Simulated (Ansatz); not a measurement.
A made-up structure of AlH2O3 (charge -1), closed shell:

O1  (-1.182, -1.847, -0.457)
Al2  (-0.421, -0.409, -0.129)
O3  (1.278, 0.200, 0.245)
O4  (-1.042, 0.880, -0.056)
H5  (1.727, -0.434, 0.234)
H6  (-0.359, 1.611, 0.162)
(Å)

It is relaxed with PBE-D4/def2-SVPD and then PBE0-D4/def2-TZVPD (Ansatz 0.2.0). Atoms count as bonded within 1.22 times the sum of their covalent radii (H–H: 0.88 Å). The end point is not checked to be a true minimum.

(1) Does its bonding change? (Judge from chemistry; the calculation decides.)

## Answers

(1) The calculation gives: No: no bond forms or breaks.

Where it ends: The first stage lowers the energy by 4.16 eV in 10 steps. It ends as AlH₂O₃ ([O][Al]([OH])[OH]), total charge -1:
```
6
angstrom
O -0.9519 -1.8968 -0.4221
Al -0.3768 -0.3970 -0.1186
O 1.2981 0.0351 0.2256
O -1.2146 1.1404 -0.0503
H 1.8594 -0.7416 0.2147
H -0.6142 1.8599 0.1506
```

Labels in which every atom is bracketed show which atoms are joined, not bond orders.

For scale, one of the runs: PBE0-D4/def2-TZVPD relaxation, 181 basis functions, launched by `ansatz run in.yaml --threads 2 --pin off --events-out ev --progress --plain --max-ram 4352MiB`. Hardware: 2 CPU threads of an Intel Xeon Platinum 8488C, shared host. Wall time about 32 s.
